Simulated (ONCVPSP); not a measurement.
What one change does to a pseudopotential (Ga (Z = 31), ONCV)

Ga, optimised norm-conserving Vanderbilt (ONCV), made with ONCVPSP 4.0.1 (LDA (Perdew-Wang 92), scalar-relativistic). Core [Ar], reference 3d10 4s2 (charge +1). Waves: 4s: rc 1.80 bohr, ncon 4, nbas 7, qcut 4 1/bohr, 3 projectors, debl 0.7 Ha; p scattering state at 0.46 Ha: rc 1.40 bohr, ncon 4, nbas 8, qcut 6.9 1/bohr, 2 projectors, debl 1.2 Ha; 3d: rc 1.10 bohr, ncon 5, nbas 9, qcut 16.4 1/bohr, local; f scattering state at 0.07 Ha: rc 1.40 bohr, ncon 3, nbas 8, qcut 7.6 1/bohr, 1 projector. Local part: the d channel. Core correction: polynomial model core, fcfact 0.6.

All-electron outer shells of the reference configuration (LDA (PZ), scalar-relativistic, ld1.x):

```csv
shell,level (eV),outermost node (bohr),outermost maximum (bohr)
3p,-107.03,0.24,0.56
3d,-27.75,–,0.53
4s,-16.66,0.81,1.85
```

Change: all radii but the core radius scaled by about 1.10 (s 1.98, p 1.54, d 1.22, f 1.54 bohr). In the p channel the program set the typed energies aside and used 0.050, 1.250 Ha.

Cutoffs: the cutoffs (Ha) at which the residual kinetic energy of the hardest occupied pseudo-wave falls to 1 and 0.1 mHa per electron; they do not see the model core or the augmentation charge, which bear on the density cutoff. Errors are all-electron minus pseudo energies relative to the spin-unpolarised reference configuration.

Question: How do hardness, ghosts and transferability respond?

Answer: The potential gets softer (102 Ha and 115 Ha → 93 Ha and 105 Ha); both files keep a bound ghost (p, s); of the 4 tests that both files solve, the error grows in 0 and shrinks in 1 by more than 15 % and 0.3 meV (median size 34.5 → 34.6 meV). A larger radius leaves more room for a smooth pseudo-wave, so fewer plane waves are needed.

```tsv
quantity	base	changed
cutoff, loose	102 Ha	93 Ha
cutoff, tight	115 Ha	105 Ha
loose cutoff by channel	s 7.6 Ha, d 102 Ha	s 7.2 Ha, d 93 Ha
bound ghosts	s, p	s, p
GHOST(+) flags under 300 eV	s at 238.6 eV	none
error for 3d10 4s2 4p1, meV [ΔE -5.88 eV]	-2.4	-0.7
error for 3d10 4s1, meV [ΔE 21.50 eV]	-12	-11
error for 3d10 4s0, meV [ΔE 53.09 eV]	-57	-58
error for 3d9 4s2 4p1, meV [ΔE 22.09 eV]	-343	-359
rms error of d²Exc/dni dnj with the model core, mHa	2.15	2.01
```

 A true bound ghost makes a file unfit for plane-wave use even where its test errors are small: the radial tests pick states by their node count and pass the ghost by.
